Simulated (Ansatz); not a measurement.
C3H4OSi (`C=C=C1O[SiH2]1`) at its PBE0-D4/def2-TZVP geometry, where that method's forces vanish. Total charge 0; spin multiplicity 1.

```xyz
9

C     0.6233   -0.2581    2.1964
C     0.2147   -0.1998    0.9605
C    -0.1573   -0.0897   -0.2682
O    -1.0010   -0.9007   -1.0817
Si   -0.4233    0.4206   -1.9477
H     1.5327   -0.7866    2.4686
H     0.0641    0.2116    3.0008
H    -1.4059    1.4633   -2.3081
H     0.5527    0.1394   -3.0205
```

(1) What forces (eV/Å) does r2SCAN-D4/def2-TZVPP give on these atoms in the Gaussian-basis code of Ansatz? (Estimate.)

## Answers

(1) The calculation gave: 
```
C1   0.045  0.002  0.123
C2  -0.034 -0.028 -0.036
C3   0.228  0.257  0.137
O4  -0.303 -0.350 -0.165
Si5  0.067  0.146 -0.100
H6   0.002  0.007  0.016
H7   0.010 -0.007  0.014
H8   0.006 -0.023  0.000
H9  -0.021 -0.004  0.009
```
